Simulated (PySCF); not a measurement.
**$^{15}$N chemical shifts**

[PySCF 2.14: NMR shieldings at PBE0/pcSseg-1/GIAO; structure optimised with GFN2-xTB; no solvent model; one averaged value for each set of equivalent atoms; one computed conformer; relativity neglected]

Shieldings were converted by a linear fit to measured shifts: $^{15}$N: δ = -148.07 − 0.921σ (rms 6.3 ppm, 71 shifts vs CH3NO2, solution or neat liquid). A few per cent of atoms miss by over 2 rms, more outside the fitted compound classes.

Task: Give the $^{15}$N shifts of `Cn1cpc(C2CC2)c1C#N`, `C[SiH2]O[Si@@H](N)[SiH2][SiH3]`, `C[P@H](=S)CC#N`.

Result: 
```tsv
compound	environment	δ (ppm)
[CH3:1][n:2]1[cH:3][p:4][c:5]([CH:6]2[CH2:7][CH2:8]2)[c:9]1[C:10]#[N:11]	N11: nitrile nitrogen	-89.2
[CH3:1][n:2]1[cH:3][p:4][c:5]([CH:6]2[CH2:7][CH2:8]2)[c:9]1[C:10]#[N:11]	N2: pyrrole-type ring nitrogen	-212.4
C[SiH2]O[Si@@H](N)[SiH2][SiH3]	nitrogen bonded to Si, 2 H	-364.4
C[P@H](=S)CC#N	nitrile nitrogen	-110.0
```

Task: Order these by $^{15}$N shift, lowest first.
A. N[SiH2][C@H]1CCC=C1F
B. NC(=O)/C=C/C(F)=C(F)F
C. Cc1cc(C(F)(F)F)on1
D. CCN(P)CC
E. F[C@H]1C[C@@H](/C=N/[SiH3])C1
F. CO/C(C#N)=C\C(F)(F)F

Result: A (-389.9 ppm, nitrogen bonded to Si, 2 H), D (-368.0 ppm, nitrogen bonded to 2 C, P), B (-287.5 ppm, amide-type nitrogen), F (-89.4 ppm, nitrile nitrogen), E (-52.3 ppm, imine nitrogen), C (-9.5 ppm, pyridine-type nitrogen of an azole).
